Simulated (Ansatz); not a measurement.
Start from `F[SiH]([SiH3])S` and change one atom or group to get `N[SiH](F)S`.

Ansatz, PBE0-D4/def2-TZVP geometries, multiplicity 1. Each molecule was computed in one conformer, which needn't be the lowest.

```json
{"property": "LUMO energy (PBE/def2-TZVPP) / eV", "`F[SiH]([SiH3])S`": "-1.29"}
{"property": "HOMO–LUMO gap (ωB97M-V/def2-TZVPP) / eV", "`F[SiH]([SiH3])S`": "11.33"}
{"property": "HOMO energy (B3LYP/def2-TZVPP) / eV", "`F[SiH]([SiH3])S`": "-7.62"}
{"property": "size of the dipole moment (B3LYP/def2-TZVPP) / D", "`F[SiH]([SiH3])S`": "1.37"}
{"property": "HOMO–LUMO gap (PBE/def2-TZVPP) / eV", "`F[SiH]([SiH3])S`": "5.39"}
{"property": "HOMO energy (PBE/def2-TZVPP) / eV", "`F[SiH]([SiH3])S`": "-6.67"}
```

**Question.** Give the same properties after the change, and the shifts. (An estimate is asked.)

**Answer.** The calculation gave: 
```
                                        property  `N[SiH](F)S`  shift
               LUMO energy (PBE/def2-TZVPP) / eV         -0.52   0.77
         HOMO–LUMO gap (ωB97M-V/def2-TZVPP) / eV         11.95   0.62
             HOMO energy (B3LYP/def2-TZVPP) / eV         -7.41   0.21
size of the dipole moment (B3LYP/def2-TZVPP) / D          1.55   0.18
             HOMO–LUMO gap (PBE/def2-TZVPP) / eV          5.89   0.50
               HOMO energy (PBE/def2-TZVPP) / eV         -6.41   0.26
```

With PBE0 the HOMO rises by 0.20 eV and the LUMO rises by 0.85 eV, so the gap widens by about 0.65 eV. PBE moves the HOMO by 0.26 eV and ωB97M-V by 0.11 eV. The zero-point energy changes by 4.1 kJ/mol with -3 modes. Dipoles are sizes alone; their direction can turn.

B3LYP here is the variant with VWN-RPA as its local correlation; programs differ in this.
